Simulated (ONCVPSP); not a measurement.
What one change does to a pseudopotential (tantalum, ONCV)

tantalum, optimised norm-conserving Vanderbilt (ONCV), made with ONCVPSP 4.0.1 (PBE, fully relativistic). Core [Kr] 4d10, reference 4f14 5s2 5p6 5d3 6s2. Waves: 5s+6s: rc 1.75 bohr, ncon 5, nbas 10, qcut 5.7 1/bohr, 3 projectors, debl 1.1 Ha; 5p: rc 2.05 bohr, ncon 4, nbas 9, qcut 5.2 1/bohr, 1 projector; 5d: rc 2.85 bohr, ncon 4, nbas 8, qcut 6.1 1/bohr, 2 projectors, debl 1.3 Ha; 4f: rc 0.95 bohr, ncon 4, nbas 9, qcut 15 1/bohr, 2 projectors, debl 0.4 Ha. Local part: polynomial inside 0.80 bohr (lpopt 5, dvloc0 0 Ha). Core correction: Teter function, fcfact 5.5, rcfact 1.35.

Open shells are filled in proportion to 2j + 1.

In the f channel the program set the typed energies aside and used -0.873, 0.250 Ha (j = l + 1/2; the other j can differ).

All-electron outer shells of the reference configuration (PBE, scalar-relativistic, ld1.x):

| shell | level (eV) | outermost node (bohr) | outermost maximum (bohr) |
| --- | --- | --- | --- |
| 4d | -222.19 | 0.22 | 0.46 |
| 5s | -73.00 | 0.54 | 0.98 |
| 5p | -39.40 | 0.58 | 1.13 |
| 4f | -24.70 | – | 0.44 |
| 6s | -5.44 | 1.32 | 2.78 |
| 5d | -3.59 | 0.65 | 1.58 |

Change: local potential polynomial inside 0.80 bohr (lpopt 5, dvloc0 -2.5 Ha).

Cutoffs: the cutoffs (Ha) at which the residual kinetic energy of the hardest occupied pseudo-wave falls to 1 and 0.1 mHa per electron; they do not see the model core or the augmentation charge, which bear on the density cutoff. Errors are all-electron minus pseudo energies relative to the spin-unpolarised reference configuration.

Task: How do hardness, ghosts and transferability respond?

Result: The potential gets neither clearly harder nor softer (204 Ha and 391 Ha → 204 Ha and 391 Ha); both files keep a bound ghost (p, s); of the 3 tests that both files solve, the error grows in 0 and shrinks in 3 by more than 15 % and 0.3 meV (median size 9.1 → 3.0 meV); the range in which the p3/2 phases agree narrows (upper end at the end of the scan → 0.8).

```csv
quantity,base,changed
"cutoff, loose",204 Ha,204 Ha
"cutoff, tight",391 Ha,391 Ha
bound ghosts,"s, p3/2, p1/2","s, p3/2, p1/2"
GHOST(+) flags under 300 eV,"d5/2 at 77.9 eV, d3/2 at 110.4 eV","d5/2 at 55.5 eV, d3/2 at 89.6 eV"
tests with a reliable result,3 of 4,3 of 4
"error for 4f14 5s2 5p6 5d3 6s1, meV [ΔE 8.47 eV]",-2.2,-0.7
"error for 4f14 5s2 5p6 5d3 6s0, meV [ΔE 23.45 eV]",-13,-5.8
"error for 4f14 5s2 5p6 5d2 6s0, meV [ΔE 47.04 eV]",-9.1,+3.0
s: phases at 1.78 bohr within 0.05 rad from the reference energy up to (Ha; the scan ends near 5),to the end of the scan,to the end of the scan
p3/2: phases at 2.08 bohr within 0.05 rad from the reference energy up to (Ha; the scan ends near 5),to the end of the scan,0.8
p1/2: phases at 2.08 bohr within 0.05 rad from the reference energy up to (Ha; the scan ends near 5),0.1,n/a
d5/2: phases at 2.89 bohr within 0.05 rad from the reference energy up to (Ha; the scan ends near 5),2.8,2.0
d3/2: phases at 2.89 bohr within 0.05 rad from the reference energy up to (Ha; the scan ends near 5),3.8,3.2
f7/2: phases at 0.97 bohr within 0.05 rad from the reference energy up to (Ha; the scan ends near 5),to the end of the scan,to the end of the scan
f5/2: phases at 0.97 bohr within 0.05 rad from the reference energy up to (Ha; the scan ends near 5),to the end of the scan,to the end of the scan
"rms error of d²Exc/dni dnj with the model core, mHa",3.26,3.26
```

 A true bound ghost makes a file unfit for plane-wave use even where its test errors are small: the radial tests pick states by their node count and pass the ghost by.
